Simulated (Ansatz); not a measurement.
Consider the redistribution: `C=C[Si](C)(F)Cl` + `O[SiH2][O][AlH2]` → `C[Si](F)(Cl)[O][AlH2]` + `C=C[SiH2]O`.

Isolated molecules relaxed with PBE0-D4/def2-TZVP in Ansatz; ΔE leaves out vibrations. CCSD(T)/CBS adds triple-zeta CCSD(T) − MP2 to the extrapolated MP2 energy (def2 sets, frozen cores). One conformer a species, not always the lowest.

`C=C[Si](C)(F)Cl`:

Cartesian coordinates in Å:
```
C 0.082 -0.877 -1.735
C -0.038 -1.335 -0.492
Si -0.113 -0.223 0.976
C -0.026 1.579 0.581
F -1.466 -0.515 1.772
Cl 1.408 -0.725 2.261
H 0.140 0.185 -1.955
H 0.130 -1.541 -2.594
H -0.087 -2.411 -0.335
H -0.857 1.874 -0.064
H -0.085 2.161 1.503
H 0.912 1.827 0.082
```

`O[SiH2][O][AlH2]`:

```xyz
9

O    -1.735    1.340    0.101
Si   -1.182   -0.188    0.334
O     0.403   -0.326    0.031
Al    2.068   -0.297   -0.211
H    -1.804    1.659   -0.800
H    -1.454   -0.471    1.761
H    -1.895   -1.135   -0.563
H     2.639    0.702   -1.293
H     2.960   -1.283    0.640
```

`C[Si](F)(Cl)[O][AlH2]`:

Cartesian coordinates in Å:
```
C -0.029 -0.895 1.774
Si 0.319 0.455 0.577
F -0.316 1.812 1.115
Cl 2.339 0.786 0.441
O -0.269 0.157 -0.884
Al -0.504 0.356 -2.552
H -1.107 -1.047 1.866
H 0.425 -1.829 1.438
H 0.374 -0.651 2.759
H -1.400 -0.731 -3.261
H 0.169 1.586 -3.272
```

`C=C[SiH2]O`:

Cartesian coordinates in Å:
```
C -1.069 0.961 0.790
C 0.005 0.195 0.962
Si 0.736 -0.836 -0.399
O -0.003 -0.536 -1.842
H -1.582 1.010 -0.166
H -1.488 1.564 1.591
H 0.476 0.179 1.945
H 2.199 -0.556 -0.477
H 0.537 -2.282 -0.137
H 0.189 0.300 -2.268
```

```
                species  MP2/CBS(def2) energy (Eh)
      `C=C[Si](C)(F)Cl`                 -966.45100
     `O[SiH2][O][AlH2]`                 -684.53638
`C[Si](F)(Cl)[O][AlH2]`                -1207.06329
           `C=C[SiH2]O`                 -443.92488
```

Work out ΔE.

ΔE = (-1207.06329) + (-443.92488) − (-966.45100) − (-684.53638) = -0.00079 Eh = -2.1 kJ/mol. CCSD(T)/CBS gives -4.1 kJ/mol.

Largest T1 diagnostic among the species: 0.012.
